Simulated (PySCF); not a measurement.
**Electron correlation in Ge⁺ (germanium, charge +1)**

[Ar] 3d10 4s2 4p1, 2P determinant. All numbers are calculated (PySCF 2.14, the spin-free X2C one-electron Hamiltonian (Gaussian nucleus), in jorge-DZP-DKH (8s6p2d1f, 43 functions)). Frozen: [Ar] 3d10; 3 electrons correlated.

MP2 pair energies summed by pair of shells (mhartree):

```csv
pair,energy,share (%)
4s-4s,-17.71,74.5
4s-4p,-6.08,25.5
```

Total MP2 correlation energy: -23.78 mhartree.

Same-spin part -1.05 and opposite-spin part -22.73 mhartree; SCS-MP2 scales them by 1/3 and 6/5 to -27.63 mhartree.

```csv
level,correlation energy (mhartree)
CCSD,-34.41
(T),-0.15
CCSD(T),-34.56
```

Diagnostics: T1 = 0.0048, D1 = 0.0092, largest double amplitude 0.101.

Question: Is a single reference adequate?

Answer: Mostly. T1 lies below 0.03, but a double amplitude of this size points to a near-degeneracy that CCSD handles and MP2 describes poorly.
